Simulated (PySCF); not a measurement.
Dipole polarisabilities along the 4d series, charge +2

Calculated with PySCF 2.14 for the ground configurations, without spin-orbit coupling: coupled response for Hartree-Fock and DFT. Mean α in bohr³, C₆ of like pairs in atomic units.

| species | α UHF | α PBE | C₆ UHF | C₆ PBE |
| --- | --- | --- | --- | --- |
| Pd²⁺ [Kr] 4d8 (x2c-QZVPPall with one added diffuse shell each of s, p, d, f, g type, spin-free X2C) | 6.071 | 6.924 | 31.62 | 36.53 |
| Ag²⁺ [Kr] 4d9 (x2c-QZVPPall with one added diffuse shell each of s, p, d, f, g type, spin-free X2C) | 5.474 | 6.230 | 28.08 | 32.43 |
| Cd²⁺ [Kr] 4d10 (x2c-QZVPPall with one added diffuse shell each of s, p, d, f, g type, spin-free X2C) | 4.946 | 5.642 | 24.83 | 28.77 |
